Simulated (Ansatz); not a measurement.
V(O)(F)3 cation (F3OV), SMILES [O]=[V]([F])([F])[F] (connectivity only; charge and spin as stated), charge +1, multiplicity 2. Atoms are numbered in the order given.

```xyz
5

V      0.0000     0.0130     0.0111
O      0.0000     0.0312    -1.6950
F      1.3833     0.7508     0.4836
F      0.0000    -1.5458     0.5256
F     -1.3833     0.7508     0.4836
```
Charge +1, spin multiplicity 2.

Geometry: PBE0-D3(BJ)/def2-SVP. The multiplicity is an assumed one; other spin states were not compared. The isomer is the one that the SMILES or the coordinates give; other isomers of the formula were not compared.

Two levels are set side by side: PBE-D3(BJ)/def2-SVP (Ansatz, an electronic-structure program) and PBE0-D3(BJ)/def2-SVP (Ansatz). Each level has its own optimised geometry; the coordinates shown are those of the second. Differences are taken from unrounded values.

```json
[
 {"quantity": "mean bond length (Å)", "PBE0-D3(BJ)": "1.656"},
 {"quantity": "bond V1–O2 (Å)", "PBE0-D3(BJ)": "1.706"},
 {"quantity": "bond V1–F3 (Å)", "PBE0-D3(BJ)": "1.637"},
 {"quantity": "bond V1–F4 (Å)", "PBE0-D3(BJ)": "1.642"},
 {"quantity": "bond V1–F5 (Å)", "PBE0-D3(BJ)": "1.637"}
]
```

### Question
What does PBE-D3(BJ) give, and how far is it from PBE0-D3(BJ)? (Estimate from the structure and the level; the computed values follow.)

### Answer

| quantity | PBE-D3(BJ) | PBE-D3(BJ) minus PBE0-D3(BJ) |
|---|---|---|
| mean bond length (Å) | 1.680 | 0.024 |
| bond V1–O2 (Å) | 1.716 | 0.010 |
| bond V1–F3 (Å) | 1.668 | 0.031 |
| bond V1–F4 (Å) | 1.667 | 0.025 |
| bond V1–F5 (Å) | 1.668 | 0.031 |

GGA bonds tend to be longer and softer than those of functionals with exact exchange. Differences between two approximate levels are no errors against the true value.
